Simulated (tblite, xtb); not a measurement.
Cl2Se (SMILES Cl[Se]Cl), singlet, geometry from GFN2-xTB. Base run: GFN1-xTB run with xtb.

Here is a job for xtb.
```
$ xtb mol.xyz --gfn 1 --json

# file mol.xyz
3

Se     0.00136488     0.00124916     0.68646471
Cl     1.04133364     1.25945705    -0.69083200
Cl    -1.04406340    -1.26195537    -0.68209743
```

Programs used: tblite, xtb; a row that names a program was run with it.

Each row names what was changed in the base input (with any setting that the change needs).

```csv
change,ΔE vs base (kcal/mol),HOMO-LUMO gap (eV),dipole (D),G_solv (kcal/mol),SCF cycles
base,0.000,3.03,2.05,-,7
acc = 1000,0.000,3.03,2.05,-,5
etemp = 1000,0.000,3.03,2.05,-,7
alpb = ch2cl2,-3.66,3.02,2.14,-3.69,7
program = tblite; method = gfn1,-0.005,-,-,-,-
program = tblite; method = gfn1; option = --grad,-0.005,-,-,-,-
alpb = toluene,-3.40,3.03,2.12,-3.41,7
etemp = 10000,-21.00,3.02,1.68,-,7
alpb = chcl3,-3.27,3.02,2.14,-3.29,7
etemp = 3000,-0.094,3.03,2.05,-,7
"program = tblite; method = gfn1; option = (--alpb, water)",-0.96,-,-,-,-
```

ALPB and GBSA are two models with their own fitted parameters for each solvent, which aren't always the measured dielectric constant.
